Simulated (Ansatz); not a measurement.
Consider the redistribution: `FC[SiH2][SiH3]` + `FC[NH][AlH2]` → `FCN[SiH2][SiH3]` + `F[CH2][AlH2]`.

Computed with Ansatz on PBE0-D4/def2-TZVP structures; ΔE is electronic, products minus reactants. CCSD(T)/CBS adds triple-zeta CCSD(T) − MP2 to the extrapolated MP2 energy (def2 sets, frozen cores). Functionals use def2-TZVPP. B3LYP here is the variant with VWN-RPA as its local correlation; programs differ in this. One conformer a species, not always the lowest.

```json
{"level": "PBE-D4", "ΔE (kJ/mol)": "60.0", "difference from CCSD(T)/CBS": "-1.3"}
{"level": "r2SCAN-D4", "ΔE (kJ/mol)": "62.4", "difference from CCSD(T)/CBS": "1.1"}
{"level": "PBE0-D4", "ΔE (kJ/mol)": "59.7", "difference from CCSD(T)/CBS": "-1.6"}
{"level": "B3LYP-D4", "ΔE (kJ/mol)": "59.1", "difference from CCSD(T)/CBS": "-2.2"}
{"level": "ωB97X-V", "ΔE (kJ/mol)": "59.4", "difference from CCSD(T)/CBS": "-1.9"}
{"level": "ωB97M-V", "ΔE (kJ/mol)": "59.2", "difference from CCSD(T)/CBS": "-2.1"}
{"level": "B2PLYP", "ΔE (kJ/mol)": "62.4", "difference from CCSD(T)/CBS": "1.1"}
{"level": "PBE", "ΔE (kJ/mol)": "61.4", "difference from CCSD(T)/CBS": "0.1"}
{"level": "r2SCAN", "ΔE (kJ/mol)": "63.0", "difference from CCSD(T)/CBS": "1.7"}
{"level": "PBE0", "ΔE (kJ/mol)": "61.0", "difference from CCSD(T)/CBS": "-0.3"}
{"level": "B3LYP", "ΔE (kJ/mol)": "61.2", "difference from CCSD(T)/CBS": "-0.1"}
{"level": "HF/def2-TZVPP", "ΔE (kJ/mol)": "59.5", "difference from CCSD(T)/CBS": "-1.8"}
{"level": "MP2/def2-TZVPP", "ΔE (kJ/mol)": "63.7", "difference from CCSD(T)/CBS": "2.4"}
{"level": "SCS-MP2/def2-TZVPP", "ΔE (kJ/mol)": "63.0", "difference from CCSD(T)/CBS": "1.7"}
{"level": "CCSD/def2-TZVPP", "ΔE (kJ/mol)": "62.8", "difference from CCSD(T)/CBS": "1.5"}
{"level": "CCSD(T)/def2-TZVPP", "ΔE (kJ/mol)": "63.4", "difference from CCSD(T)/CBS": "2.1"}
{"level": "HF/def2-QZVPP", "ΔE (kJ/mol)": "59.2", "difference from CCSD(T)/CBS": "-2.1"}
{"level": "MP2/def2-QZVPP", "ΔE (kJ/mol)": "62.4", "difference from CCSD(T)/CBS": "1.1"}
{"level": "SCS-MP2/def2-QZVPP", "ΔE (kJ/mol)": "61.7", "difference from CCSD(T)/CBS": "0.4"}
{"level": "HF/CBS(def2)", "ΔE (kJ/mol)": "59.1", "difference from CCSD(T)/CBS": "-2.2"}
{"level": "MP2/CBS(def2)", "ΔE (kJ/mol)": "61.7", "difference from CCSD(T)/CBS": "0.4"}
{"level": "CCSD/CBS(def2)", "ΔE (kJ/mol)": "60.7", "difference from CCSD(T)/CBS": "-0.6"}
{"level": "CCSD(T)/CBS", "ΔE (kJ/mol)": "61.3", "difference from CCSD(T)/CBS": "0"}
```

Largest T1 diagnostic among the species: 0.012.

In def2-TZVPP, CCSD(T) changes the Hartree–Fock value by +3.9 kJ/mol (the triples alone add +0.6 kJ/mol) and MP2 by +4.3 kJ/mol.
